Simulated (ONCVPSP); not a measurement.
Which change was made? (Sr, ONCV)

```json
{"Element": "strontium", "Generator": "ONCVPSP 4.0.1", "Type": "optimised norm-conserving Vanderbilt (ONCV)", "Functional": "LDA (Perdew-Wang 92)", "Relativity": "fully relativistic", "Frozen core": "[Ar] 3d10", "Valence charge": "10", "Reference configuration": "4s2 4p6 5s1.75 (charge +0.25)", "Partial waves": "4s+5s: rc 2.35 bohr, ncon 3, nbas 6, qcut 4.4 1/bohr, 2 projectors; 4p: rc 1.55 bohr, ncon 5, nbas 9, qcut 6.3 1/bohr, 2 projectors, debl 1.2 Ha; d scattering state at 0.06 Ha: rc 1.90 bohr, ncon 4, nbas 9, qcut 5.9 1/bohr, 1 projector", "Local potential": "polynomial inside 1.20 bohr (lpopt 5, dvloc0 4 Ha)", "Core correction": "none"}
```

Open shells are filled in proportion to 2j + 1.

In the d channel the program set the typed energies aside and used 0.050 Ha (j = l + 1/2; the other j can differ).

Cutoffs, loose and tight: the cutoffs (Ha) at which the residual kinetic energy of the hardest occupied pseudo-wave falls to 1 and 0.1 mHa per electron. They do not see the model core or the augmentation charge, which bear on the density cutoff. Test errors are all-electron minus pseudo excitation energies from the reference, over the configurations 4s2 4p6 5s2; 4s2 4p6 5s1; 4s2 4p6 5s0; 4s2 4p5 5s2; variants that change the core or the reference have their own tests.

The base gives: outcome: generated, projector energies reset by the program; cutoff, loose: 19 Ha; cutoff, tight: 80 Ha; bound ghosts: none; GHOST(+) flags above zero: none; largest test error (meV): +27.

(1) After one change the result is: outcome: generated; cutoff, loose: 19 Ha; cutoff, tight: 79 Ha; bound ghosts: none; GHOST(+) flags above zero: none; largest test error (meV): +33 over the solved tests; 1 of 4 tests not solved or not reliable. Which change was it?
A. functional PBE
B. reference 4s2 4p6 4d1 5s1; wave d scattering state at 0.06 Ha: rc 1.90 bohr, ncon 4, nbas 9, qcut 5.9 1/bohr, 1 projector becomes 4d: rc 1.90 bohr, ncon 4, nbas 9, qcut 5.9 1/bohr, 1 projector
C. core correction Teter function, fcfact 2, rcfact 1.4

Results:

(1) B. The others give: core correction Teter function, fcfact 2, rcfact 1.4 → outcome: generated, projector energies reset by the program; cutoff, loose: 19 Ha; cutoff, tight: 80 Ha; bound ghosts: none; GHOST(+) flags above zero: none; largest test error (meV): +20 | functional PBE → outcome: generated, projector energies reset by the program; cutoff, loose: 19 Ha; cutoff, tight: 78 Ha; bound ghosts: none; GHOST(+) flags above zero: none; largest test error (meV): +14.
